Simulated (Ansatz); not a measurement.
`CC[SiH2]O`. Total charge 0; spin multiplicity 1.

```xyz
12

C    -1.475    0.164    0.262
C    -0.245   -0.696    0.539
Si    1.251   -0.209   -0.468
O     1.719    1.351   -0.184
H    -1.763    0.123   -0.793
H    -1.290    1.213    0.512
H    -2.338   -0.159    0.848
H     0.023   -0.651    1.600
H    -0.458   -1.750    0.324
H     0.931   -0.384   -1.917
H     2.421   -1.049   -0.108
H     1.222    2.048   -0.613
```

Task: Give the diagnostics of a CCSD(T)/def2-TZVPP run (frozen core, Ansatz 0.2.0). (Estimate.)

Result: Computed: T1 = 0.0100, largest single amplitude 0.010, largest double 0.015, (T) share of the correlation energy 3.4 %, 8 CCSD cycles. The RHF solution is stable towards an unrestricted one. T1 lies under the customary mark of 0.02 for closed shells.
